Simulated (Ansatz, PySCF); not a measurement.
Cd(Br)(SMe) (CH₃BrCdS), SMILES [S]([Cd][Br])C.

Geometry optimised at B3LYP-D3(BJ)/def2-SVP. The structure was generated by enumeration; whether it is a known compound was not checked. The def2 effective core potentials stand for the cores of Cd; spin–orbit coupling is left out. Other conformers were not sampled.

Vertical ionisation energy (IE) and electron affinity (EA) in eV. Rows of orbital energies are one-electron estimates. Where ΔSCF, EOM or ADC give a negative EA the extra electron is unbound and the value depends on the basis.

```tsv
level	IE	EA
−ε(HOMO), −ε(LUMO), r2SCAN/def2-TZVP (PySCF)	6.03	2.47
−ε(HOMO), −ε(LUMO), PBE/def2-TZVP (PySCF)	…	…
ΔSCF, CAM-B3LYP/def2-SVPD (Ansatz), final states of multiplicity 2 and 2	9.05	0.39
ΔSCF, PBE/def2-SVPD (Ansatz), final states of multiplicity 2 and 2	8.73	0.46
```

Problem. Complete the blanks. (The exact figures need the calculation; the answer reports its results.)

Solution. 
- −ε(HOMO), −ε(LUMO), PBE/def2-TZVP (PySCF), IE: 5.79
- −ε(HOMO), −ε(LUMO), PBE/def2-TZVP (PySCF), EA: 2.67

Problem. What vertical singlet–triplet gap does ΔSCF give with CAM-B3LYP/def2-SVPD (Ansatz, an electronic-structure program) and with PBE/def2-SVPD (Ansatz)? (Estimate from the structure and the level; the computed values follow.)

Solution. 3.69 and 3.36 eV (triplet above singlet where positive).
